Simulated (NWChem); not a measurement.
System: Ge₃H₇, doublet; SMILES [GeH3][GeH][GeH3]

Here is an NWChem input.

```
start job
memory heap 200 mb stack 900 mb global 1100 mb
geometry units angstroms
  Ge     0.529564     2.060922    -0.119673
  Ge    -0.690137    -0.003832     0.248721
  Ge     0.572409    -2.055864    -0.038080
  H      0.961214     2.213717    -1.594162
  H      1.790620     2.069401     0.763917
  H     -0.354844     3.263462     0.259198
  H     -2.002455    -0.034086    -0.576199
  H      1.008661    -2.257188    -1.505370
  H     -0.287698    -3.260484     0.387267
  H      1.832463    -2.004042     0.845450
end
basis spherical
  * library 6-31g*
end
dft
  odft
  mult 2
  xc b3lyp
  iterations 150
end
driver
  maxiter 120
end
task dft optimize
```

Excerpt of the output:

```
             Northwest Computational Chemistry Package (NWChem) 7.3.0
             --------------------------------------------------------

 CS  symmetry detected

                             Geometry "geometry" -> ""
                             -------------------------

 Output coordinates in angstroms (scale by  1.889725989 to convert to a.u.)

  No.       Tag          Charge          X              Y              Z
 ---- ---------------- ---------- -------------- -------------- --------------
    1 Ge                  32.0000     0.40531978     0.00009827     2.05890870
    2 Ge                  32.0000    -0.87791190     0.03272583     0.00000000
    3 Ge                  32.0000     0.40531978     0.00009827    -2.05890870
    4 H                    1.0000     1.16656044    -1.33141616     2.23601911
    5 H                    1.0000     1.42835171     1.15074665     2.03723681
    6 H                    1.0000    -0.53613886     0.19031260     3.26277411
    7 H                    1.0000    -1.96483184    -1.07280203     0.00000000
    8 H                    1.0000     1.16656044    -1.33141616    -2.23601911
    9 H                    1.0000    -0.53613886     0.19031260    -3.26277411
   10 H                    1.0000     1.42835171     1.15074665    -2.03723681

 Effective nuclear repulsion energy (a.u.)     720.5545688596

      Symmetry information
      --------------------

 Group name             Cs
 Group number              2
 Group order               2
 No. of unique centers     6

                                Z-matrix (autoz)
                                --------

 Units are Angstrom for bonds and degrees for angles

[...]

      ----------------------
      Optimization converged
      ----------------------

  Step       Energy      Delta E   Gmax     Grms     Xrms     Xmax
  ---- ---------------- -------- -------- -------- -------- --------
@    9   -6234.46960658 -3.5D-08  0.00001  0.00000  0.00074  0.00166
                                     ok       ok       ok       ok

                                Z-matrix (autoz)
                                --------

 Units are Angstrom for bonds and degrees for angles

      Type          Name      I     J     K     L     M      Value     Gradient
      ----------- --------  ----- ----- ----- ----- ----- ---------- ----------
    1 Stretch                  1     2                       2.46340   -0.00001
    2 Stretch                  1     4                       1.55241    0.00001
    3 Stretch                  1     5                       1.54751    0.00000
    4 Stretch                  1     6                       1.54816   -0.00000
    5 Stretch                  2     3                       2.46340   -0.00001
    6 Stretch                  2     7                       1.56551   -0.00000
    7 Stretch                  3     8                       1.55241    0.00001
    8 Stretch                  3     9                       1.54816   -0.00000
    9 Stretch                  3    10                       1.54751    0.00000
   10 Bend                     1     2     3               115.81821   -0.00000
   11 Bend                     1     2     7               109.51998   -0.00000
   12 Bend                     2     1     4               111.97597   -0.00000
   13 Bend                     2     1     5               109.92197    0.00000
   14 Bend                     2     1     6               110.02394    0.00000
   15 Bend                     2     3     8               111.97597   -0.00000
   16 Bend                     2     3     9               110.02394    0.00000
   17 Bend                     2     3    10               109.92197    0.00000
   18 Bend                     3     2     7               109.51998   -0.00000
   19 Bend                     4     1     5               108.18689   -0.00000
   20 Bend                     4     1     6               108.17689   -0.00000
   21 Bend                     5     1     6               108.46270   -0.00000
   22 Bend                     8     3     9               108.17689   -0.00000
   23 Bend                     8     3    10               108.18689   -0.00000
   24 Bend                     9     3    10               108.46270   -0.00000
   25 Torsion                  1     2     3     8          63.96764    0.00000
   26 Torsion                  1     2     3     9        -175.69409   -0.00000
   27 Torsion                  1     2     3    10         -56.31394    0.00000
   28 Torsion                  3     2     1     4         -63.96764   -0.00000
   29 Torsion                  3     2     1     5          56.31394   -0.00000
   30 Torsion                  3     2     1     6         175.69409    0.00000
   31 Torsion                  4     1     2     7          60.45817   -0.00000
   32 Torsion                  5     1     2     7        -179.26026   -0.00000
   33 Torsion                  6     1     2     7         -59.88010   -0.00000
   34 Torsion                  7     2     3     8         -60.45817    0.00000
   35 Torsion                  7     2     3     9          59.88010    0.00000
   36 Torsion                  7     2     3    10         179.26026    0.00000

[...]
```

Level: B3LYP/6-31G* (spherical d), spin-unrestricted. No stability test was run on the SCF state. B3LYP is NWChem's, with the RPA form of VWN correlation.
